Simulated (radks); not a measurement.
Question: These are the eigenvalues of the occupied orbitals of an atom or ion with whole-number occupations (eV). Calculated with a radial shooting solver on a logarithmic mesh with Libxc functionals: scalar-relativistic Kohn-Sham, PBE, spin-polarised, spherical densities, finite nucleus; Fermi nuclear charge, rms radius of each element as measured or else 0.836 A^(1/3) + 0.57 fm.

orbital  eigenvalue
1s up     -15986.22
1s down   -15985.98
2s up     -2206.396
2s down   -2206.253
2p up     -1966.038
2p down   -1965.799
3s up     -381.5719
3s down   -381.2682
3p up     -303.9531
3p down   -303.6104
3d up     -175.7881
3d down   -175.3958
4s up      -85.2317
4s down    -82.7161
4p up      -65.7029
4p down    -63.2063

Which element is it, and in what charge state? The configuration may be excited. Open shells, if any, are filled with parallel spins first.

Answer: Z = 38, strontium, charge +4: Sr4+ in [Ar] 3d10 4s2 4p4. The list shows which subshells hold electrons but not how many an open one holds; the 1s level, -587.48 hartree, gives Z - s = 34.3 by -(Z - s)^2/2, which with screening and relativity narrows Z to a few neighbours, and the depths of the outer levels then fix element, charge and occupations together.
